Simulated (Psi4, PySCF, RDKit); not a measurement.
Torsional profile of SMILES N[SiH2]c1ccco1 (C₄H₇NOSi). Scanned: dihedral N1–Si2–C3–O7; all other coordinates were relaxed at GFN2-xTB. Points at φ and −φ are mirror images. Heavy atoms are numbered in the order of the SMILES N[SiH2]c1ccco1, hydrogens after them in the order of the atoms that carry them; the mirror image has the same energies with the sign of each dihedral reversed.

- RKS-B3LYP/6-311+G** = restricted B3LYP/6-311+G**, spherical d, density fitting // GFN2-xTB (PySCF)
- UFF // GFN2-xTB (RDKit)
- PBE0-D3(BJ)/def2-SVP // GFN2-xTB (Psi4)

Energies in kcal/mol, each method relative to its own lowest point.

```tsv
φ / °	RKS-B3LYP/6-311+G**	UFF	PBE0-D3(BJ)/def2-SVP
-150	0.00	0.62	0.00
-120	0.40	0.36	0.66
-90	0.69	0.01	1.00
-60	0.80	0.00	0.97
-30	1.35	0.47	1.37
0	1.70	0.84	1.69
30	1.35	0.47	1.37
60	0.80	0.00	0.97
90	0.69	0.01	1.00
120	0.40	0.36	0.66
150	0.00	0.62	0.00
180	0.86	0.84	0.79
```
